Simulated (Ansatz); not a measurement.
Molecule: LaI2 (charge +1, singlet). The spin state was set by rule; other spins were not relaxed. 
Coordinates optimised at B3LYP-D3(BJ)/def2-TZVP (Ansatz, a first-principles code):
```xyz
3

La     0.1898     0.7118     0.8543
I     -0.3013     1.4013    -1.9016
I      0.0972    -2.1668     0.9829
```
Charge +1, spin multiplicity 1.

Total electronic energies in hartree. Correlated levels leave the core frozen unless marked. Spin-orbit coupling is left out. The frozen core is the preceding noble-gas configuration, with the filled d and f shells of earlier blocks. Past Kr the def2 sets carry scalar-relativistic core potentials. CBS(X,Y): correlation extrapolated as X^-3; Hartree-Fock from the larger set. [CCSD(T)-MP2]/basis is that difference in the basis named.

```json
[
 {"level": "revPBE-D4/def2-TZVPD", "program": "Ansatz + dftd4", "energy (Eh)": "-627.04167"},
 {"level": "revPBE/def2-TZVPD", "program": "Ansatz", "energy (Eh)": "-627.03456"},
 {"level": "B3LYP-D3(BJ)/def2-TZVPD", "program": "Ansatz + dftd3", "energy (Eh)": "-627.11849"},
 {"level": "PBE0/def2-TZVP", "program": "Ansatz", "energy (Eh)": "-626.93268"},
 {"level": "B2PLYP/def2-TZVPD", "program": "Ansatz", "energy (Eh)": "-626.21658"},
 {"level": "RI-MP2/def2-TZVPPD", "program": "Ansatz", "energy (Eh)": "-624.73710"},
 {"level": "CCSD/CBS(def2-TZVPP,def2-QZVPP)", "program": "Ansatz", "energy (Eh)": "-624.8329"},
 {"level": "RI-MP2/CBS(def2-TZVPPD,def2-QZVPPD)+[CCSD(T)-MP2]/def2-SVPD", "program": "Ansatz", "energy (Eh)": "-624.8368"},
 {"level": "CCSD(T)/CBS(def2-TZVPP,def2-QZVPP)", "program": "Ansatz", "energy (Eh)": "-624.8560"}
]
```

Totals of different functionals don't rank their quality; only differences between species are comparable.
